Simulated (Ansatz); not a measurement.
System: SnI, charge 0, multiplicity 2. SMILES: [Sn][I]

Atoms: Sn1, I2. Bonds: Sn1-I2.

Bond lengths (Å) and angles (degrees) optimised at HF/STO-3G with Ansatz (an electronic-structure program); HF/LANL2DZ with Ansatz; B3LYP/LANL2DZ with Ansatz, each started from the B3LYP-D3(BJ)/def2-TZVP structure (Ansatz) of the last column. A row stands for all coordinates that are equal there.

```csv
coordinate,HF/STO-3G,HF/LANL2DZ,B3LYP/LANL2DZ,B3LYP-D3(BJ)/def2-TZVP
Sn1-I2,2.704,2.856,2.844,2.747
```

Mean signed difference of all 1 bond lengths from B3LYP-D3(BJ)/def2-TZVP: HF/STO-3G -0.043 Å, HF/LANL2DZ 0.109 Å, B3LYP/LANL2DZ 0.097 Å.
